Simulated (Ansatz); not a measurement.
Consider the ligand exchange at the Al–Cl bond: `[NH2][Al]([Cl])[Br]` + H–F → `[NH2][Al]([F])[Br]` + HCl.

Calculated with Ansatz (gas phase, PBE0-D4/def2-TZVP geometries, no zero-point term in ΔE). CBS: MP2 limit from def2 TZ/QZ plus the TZ coupled-cluster correction, frozen cores. This one scheme is used for every species. DFT in def2-TZVPP. HSE06 is defined as in plane-wave codes. For Br outer-core shells are correlated without core-valence functions, which leaves a few kJ/mol of doubt a bond. Scalar relativity is left out up to krypton. One conformer a species, not always the lowest.

CCSD(T)/CBS gives -17.9 kJ/mol.

Question: Another level gave -24.9 kJ/mol. Which?
A. B2PLYP/def2-TZVPP
B. HSE06-D4/def2-TZVPP
C. MP2/def2-TZVPP
D. CAM-B3LYP/def2-TZVPP

Answer: A. B2PLYP -24.9, MP2/def2-TZVPP -17.2, HSE06-D4 -12.9, CAM-B3LYP -29.7 kJ/mol.

Question: What do rigid-rotor, harmonic-oscillator terms from PBE0-D4/def2-TZVP frequencies (298.15 K, 1 bar) make of the CCSD(T)/CBS value? (Estimate.)

Answer: Computed: ΔZPE = -4.5 kJ/mol, ΔH = -23.1 kJ/mol, ΔS = 1 J/(mol·K), ΔG = -23.5 kJ/mol.

Largest T1 diagnostic among the species: 0.009.

From PBE to PBE0 (25 % exact exchange), in def2-TZVPP and without D4, ΔE moves by +3.6 kJ/mol. Leaving LDA and LC-ωPBE aside and taking each functional with its dispersion term where it has one, the values, not all of them listed here, spread over 13.8 kJ/mol, from CAM-B3LYP-D4 to HSE06-D4. At CCSD(T), def2-SVP lies −8.4 kJ/mol from the extrapolated value and def2-TZVPP −3.2 kJ/mol.
